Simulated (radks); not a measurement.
The numbers below are computed, except where a source is named.
Task: The table gives one normalised radial function P(r) = r R(r) of As4+ in [Ar] 3d10 4s1 (r in bohr). Code: a radial shooting solver on a logarithmic mesh with Libxc functionals. Model: scalar-relativistic Kohn-Sham, PBE, spin-polarised, spherical densities, point nucleus; open shells are filled with parallel spins first.

| r | P |
|---|---|
| 0.002562 | 0.0031 |
| 0.003309 | 0.0049 |
| 0.004309 | 0.0080 |
| 0.005566 | 0.0128 |
| 0.00719 | 0.0204 |
| 0.009362 | 0.0328 |
| 0.01209 | 0.0517 |
| 0.01575 | 0.0815 |
| 0.02034 | 0.1247 |
| 0.02649 | 0.1891 |
| 0.03421 | 0.2753 |
| 0.0442 | 0.3861 |
| 0.05755 | 0.5193 |
| 0.07434 | 0.6460 |
| 0.0968 | 0.7311 |
| 0.125 | 0.7079 |
| 0.1615 | 0.5158 |
| 0.2103 | 0.1088 |
| 0.2717 | -0.4375 |
| 0.3538 | -0.9974 |
| 0.457 | -1.3343 |
| 0.5903 | -1.3400 |
| 0.7686 | -1.0432 |
| 0.9929 | -0.6386 |
| 1.293 | -0.2892 |
| 1.67 | -0.0964 |
| 2.175 | -0.0201 |
| 2.809 | -0.0026 |
| 3.629 | -0.0002 |
| 4.725 | 0.0000 |

Which n and l does it have? It may be an empty orbital.

Result: n = 3, l = 1: the number of nodes gives n - l - 1 = 1, the rise at small r (about r^(l+1)) gives l, and the extent must fit the shell. The curve is that of 3p down; the table hardly tells the two spins apart. 3p down: eigenvalue -183.79 eV, 1 radial node at r = 0.222 bohr, <r> = 0.615 bohr, 90 % of the charge inside 0.943 bohr.
